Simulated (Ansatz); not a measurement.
```xyz
2

C     0.0000    0.0000    0.6153
N     0.0000    0.0000   -0.6153
```

Basis set: cc-pVDZ (spherical functions). Frozen core: 2 orbitals. Correlation on ROHF uses semicanonical orbitals with singles. Charge 0, multiplicity 2.

Computed with Ansatz (development build ahead of 0.2.0); the reference of a correlated method needn't be the lowest determinant of its kind.

The atomization energy at this shape (free ground-state atoms in the same class of orbitals less the molecule, no zero-point energy) of doublet CN:

| method | atomization energy |
| --- | --- |
| ROHF-CCSD(T) | 6.82 eV |
| ROHF-CCSD | 6.43 eV |

Problem. What does UHF-CCSD(T) give?

Solution. 6.75 eV. Caution: the reference determinant was not shown to be the lowest. Caution for ROHF-CCSD(T), ROHF-CCSD: an unrestricted determinant lies well below. Caution for UHF-CCSD(T): another reference gives a lower total; the unrestricted determinant is spin contaminated.
